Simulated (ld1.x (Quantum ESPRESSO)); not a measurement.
**Before and after: TM potential for B (Z = 5)**

boron, norm-conserving Troullier–Martins (Kleinman–Bylander form), made with ld1.x (Quantum ESPRESSO) 7.5 (LDA (PZ), scalar-relativistic). Core [He], reference 2s2 2p1. Waves: 2s (bound): rc 1.40 bohr; 2p (bound): rc 3.45 bohr; 3d channel at 0.35 Ry: rc 2.60 bohr. Local part: all-electron potential smoothed inside 1.75 bohr (lloc = -1). Core correction: none.

Change: wave 2p (bound): rc 3.45 bohr becomes 2p (bound): rc 5.08 bohr.

Cutoffs: the cutoffs (Ry, on a coarse ladder) from which the occupation-weighted sum of valence levels, in a spherical-Bessel basis at the reference potential, stays within 10 and 1 mRy of its value at 400 Ry; they do not see the model core or the augmentation charge, which bear on the density cutoff. Errors are all-electron minus pseudo energies relative to the spin-unpolarised reference configuration.

Predict the effect on cutoff, ghosts and configuration errors.

The potential gets neither clearly harder nor softer (21 Ry and 50 Ry → 21 Ry and 50 Ry); the s channel sets the loose cutoff, while the largest relative change is in p, which becomes softer; of the 9 tests that both files solve, the error grows in 8 and shrinks in 0 by more than 15 % and 0.3 meV (median size 57.1 → 142.9 meV); neither file shows a bound ghost at the reference potential, the only one tested. More of the atom is replaced by a form fitted at one configuration, so other configurations suffer.

```tsv
quantity	base	changed
cutoff, loose	21 Ry	21 Ry
cutoff, tight	50 Ry	50 Ry
loose cutoff by channel (10 mRy a level)	s 18 Ry, p 10 Ry	s 18 Ry, p 6 Ry
bound ghosts	none	none
error for 2s2 2p0, meV [ΔE 8.33 eV]	+141	+436
error for 2s1 2p0, meV [ΔE 33.63 eV]	+454	+1234
error for 2s2 2p0.5, meV [ΔE 2.94 eV]	+21	+76
error for 2s1 2p1, meV [ΔE 14.28 eV]	-57	-143
error for 2s0 2p3, meV [ΔE 11.40 eV]	-78	-363
error for 2s1 2p2, meV [ΔE 5.69 eV]	-21	-96
error for 2s2 2p1.3, meV [ΔE -0.77 eV]	+2.1	+11
error for 2s2 2p1 (spin-polarised), meV [ΔE -0.23 eV]	+9.5	-9.2
error for 2s1 2p0 (spin-polarised), meV [ΔE 32.90 eV]	+541	+1314
```

Changed file: These tests converged, but a pseudo level misses the all-electron one widely, so the file describes the atom poorly there or has found another state: 2s1 2p0: empty 2p by 2.7 eV.
